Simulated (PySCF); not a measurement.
## Basis and Hamiltonian dependence of the excitation energy of Cl²⁺

Cl²⁺ [Ne] 3s2 3p3 (4S) → Cl²⁺ [Ne] 3s1 3p4, s spin flipped. Calculated with PySCF 2.14 from differences of total energies of unrestricted determinants, without spin-orbit coupling. Values in eV.

| basis | Hamiltonian | functions | UHF | r2SCAN | PBE0 | MP2 (valence) |
| --- | --- | --- | --- | --- | --- | --- |
| aug-cc-pV(D+d)Z | non-relativistic | 32 | 20.122 | 16.739 | 16.629 | 18.099 |
| dyall-av2z | non-relativistic | 50 | 20.141 | 16.736 | 16.628 | 18.157 |
| x2c-TZVPPall with one added diffuse shell each of s, p, d type | spin-free X2C | 51 | 20.251 | 16.845 | 16.758 | 18.063 |
| def2-QZVPPD | non-relativistic | 79 | 20.038 | 16.650 | 16.554 | 17.782 |
| dyall-av3z | non-relativistic | 84 | 20.046 | 16.666 | 16.554 | 17.882 |
| x2c-QZVPPall with one added diffuse shell each of s, p, d, f type | spin-free X2C | 86 | 20.240 | 16.832 | 16.757 | 17.979 |
| dyall-acv3z | spin-free X2C | 113 | 20.239 | 16.859 | 16.753 | 18.039 |
| aug-cc-pV(Q+d)Z with one added diffuse shell each of s, p, d, f, g type | non-relativistic | 114 | 20.036 | 16.668 | 16.556 | 17.776 |

Q: Estimate the row for x2c-QZVPPall (spin-free X2C, 70 functions).

A: From the rows with the same Hamiltonian and similar size; the calculation gives UHF 20.24; r2SCAN 16.83; PBE0 16.76; MP2 (valence) 17.98 (eV).

Frozen in the all-electron rows: valence: [Ne].

In the upper determinant the s electron has its spin opposite to the other open shell, which mixes two multiplicities.
